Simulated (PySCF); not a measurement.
Compound: C₆H₇FSi.
Cartesian coordinates in Å at the GFN2-xTB level; atoms count from 1:
```
atom  x, y, z in Å
C1     2.5429    0.1406    1.8833
C2     1.8434   -0.4469    1.1010
Si3    0.7598   -1.3268   -0.1050
C4     0.5548   -0.4815   -1.7920
F5     1.3174   -0.2698   -2.8871
C6    -0.7169   -0.1252   -1.6203
C7    -1.0491   -0.6282   -0.2330
C8    -1.4603    0.4752    0.7329
H9     3.1543    0.6561    2.5673
H10    0.9645   -2.7721   -0.0537
H11   -1.3852    0.4053   -2.2782
H12   -1.8416   -1.3805   -0.2645
H13   -1.6130    0.0707    1.7313
H14   -2.3876    0.9463    0.4082
H15   -0.6877    1.2391    0.7880
```

Level of theory: PySCF 2.14.0, density-fitted response routines, TDDFT wB97X-D/def2-SVPD, vertical, gas phase, core orbitals frozen in the response.

Transition dipole moments from the ground state, in atomic units and in the frame of the coordinates above (overall signs are arbitrary), for the states with f of 0.002 or more among the lowest 8:

```json
{"state": "S2", "E (eV)": "6.114", "μx": "-0.352", "μy": "-0.016", "μz": "-0.168"}
{"state": "S3", "E (eV)": "6.253", "μx": "-0.114", "μy": "0.020", "μz": "0.049"}
{"state": "S4", "E (eV)": "6.314", "μx": "0.157", "μy": "-0.131", "μz": "0.135"}
{"state": "S5", "E (eV)": "6.678", "μx": "-0.724", "μy": "0.242", "μz": "-0.085"}
{"state": "S6", "E (eV)": "6.822", "μx": "0.136", "μy": "-0.038", "μz": "0.051"}
{"state": "S7", "E (eV)": "7.147", "μx": "-0.681", "μy": "0.019", "μz": "-0.435"}
{"state": "S8", "E (eV)": "7.177", "μx": "0.284", "μy": "0.071", "μz": "0.143"}
```

Problem. What oscillator strength does each state have?

Solution. f = (2/3) ΔE |μ|² with ΔE in hartree (27.2114 eV).

```csv
state,|μ|² (au),|μ| (D),f
S2,0.152,0.99,0.023
S3,0.016,0.32,0.002
S4,0.060,0.62,0.009
S5,0.590,1.95,0.096
S6,0.023,0.38,0.004
S7,0.653,2.05,0.114
S8,0.106,0.83,0.019
```

Problem. Which bond between heavy atoms lies closest to the direction of the S7 transition dipole?

Solution. C2–Si3, C1–C2 and Si3–C7, at 33° from it; next C4–C6 at 42°.

Problem. What angle do the transition dipoles of S5 and S8 make?

Solution. |cos θ| = |μa·μb| / (|μa| |μb|) = 0.80, so θ ≈ 37° (taken between 0 and 90°, since the signs are arbitrary).

Problem. How is the summed strength of these states shared among x, y and z?

Solution. (2/3) Σ ΔE μα² gives 0.208 for x, 0.014 for y and 0.046 for z, 0.268 in all.

Problem. What peak molar absorption coefficient would the strongest computed level give as a lone Gaussian band 0.5 eV wide at half height?

Solution. ε(max) = 2.175×10⁸ f / FWHM, with the width in cm⁻¹. S7: 2.175×10⁸ × 0.1144 / 4033 ≈ 6200 L mol⁻¹ cm⁻¹.
